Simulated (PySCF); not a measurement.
Computed with B3LYP-D3(BJ)/def2-TZVP // PBE0-D4/def2-TZVP in PySCF. Isolated molecules, 0 K electronic values unless said otherwise. One relaxed conformer stands for a flexible species; it need not be the lowest. B3LYP has the VWN-RPA correlation part, as in Gaussian. Excitations are Tamm–Dancoff values on a coarser integration grid. The basis has no diffuse functions, so Rydberg states are missing or too high.

Reference species (SMILES): `O[SiH3]` (neutral, multiplicity 1).

```yaml
HOMO: -8.52 eV
T1 excitation (TDA): 6.63 eV
```

Changed species: `[SiH2](C(F)F)O` (H–O–Si–C torsion 51°, O–Si–C–F torsion -53°) (X = difluoromethyl; the reference has X = H).

### Question
Give the shifts of the HOMO and T1 excitation (TDA).

### Answer
the HOMO rises by 0.23 eV, to -8.29 eV; the T1 excitation (TDA) falls by 0.26 eV, to 6.37 eV.
